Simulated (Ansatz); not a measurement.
H$_{3}$Sn, charge +1, singlet, at a GFN2-xTB geometry (such geometries of metal compounds can be far from the true shape) (core potentials on Sn).

Here is a job for Ansatz (an electronic-structure program).
Ansatz 0.2 input:
```yaml
crystal:
  periodic: [false, false, false]
  atoms:
    - {symbol: Sn, position_ang: [-0.00000000, 0.00000000, -0.00000000]}
    - {symbol: H, position_ang: [0.68972230, -0.46999010, 1.51996000]}
    - {symbol: H, position_ang: [-0.43484224, 1.65510719, -0.28003276]}
    - {symbol: H, position_ang: [-0.25488006, -1.18511710, -1.23992724]}
basis:
  gaussian:
    orbitals: def2-QZVP.json
hamiltonian:
  xc: pbe
total_charge: 1
```
The basis file holds def2-QZVP in the JSON format of the Basis Set Exchange.

What does this run give for the total energy, number of basis functions?


```yaml
total_energy: -431.500791 Ry
number_of_basis_functions: 172
```
